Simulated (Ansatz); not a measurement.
CH₈OSSi₂, SMILES `OC([SiH3])([SiH3])S`. Charge 0, multiplicity 1. The geometry is a stationary point of PBE0-D4/def2-TZVP. It is one conformer, not always the lowest.

```xyz
13

O    -1.357   -1.045   -0.260
C    -0.185   -0.238   -0.306
Si   -0.672    1.600   -0.164
Si    0.914   -0.772    1.144
S     0.758   -0.418   -1.840
H    -1.840   -0.923   -1.086
H     0.515    2.490   -0.214
H    -1.392    1.784    1.121
H    -1.590    1.911   -1.293
H     1.423   -2.141    0.865
H     0.138   -0.769    2.410
H     2.047    0.181    1.250
H     1.240   -1.659   -1.628
```

Problem. What is the dipole moment at PBE/def2-TZVPP? (Estimate.)

Solution. The calculation gave: 0.35 D, with components (-0.16, -0.06, -0.31) D in this frame, pointing from negative to positive charge.

Problem. And with r2SCAN, B3LYP, ωB97M-V? (Best estimate.)

Solution. The calculation gave: r2SCAN 0.31 D, B3LYP 0.31 D, ωB97M-V 0.32 D.

Problem. Give the Mulliken charges with PBE, B3LYP, ωB97M-V in def2-TZVPP. (Best estimate.)

Solution. Computed: 
| atom | PBE | B3LYP | ωB97M-V |
| --- | --- | --- | --- |
| O1 | -0.29 | -0.33 | -0.31 |
| C2 | 0.14 | 0.13 | -0.03 |
| Si3 | 0.14 | 0.20 | 0.12 |
| Si4 | 0.16 | 0.22 | 0.14 |
| S5 | -0.20 | -0.19 | -0.15 |
| H6 | 0.18 | 0.18 | 0.18 |
| H7 | -0.03 | -0.05 | 0.00 |
| H8 | -0.04 | -0.05 | -0.01 |
| H9 | -0.04 | -0.06 | -0.01 |
| H10 | -0.05 | -0.06 | -0.02 |
| H11 | -0.05 | -0.06 | -0.01 |
| H12 | -0.03 | -0.05 | -0.01 |
| H13 | 0.11 | 0.10 | 0.12 |

B3LYP here is the variant with VWN-RPA as its local correlation; programs differ in this.
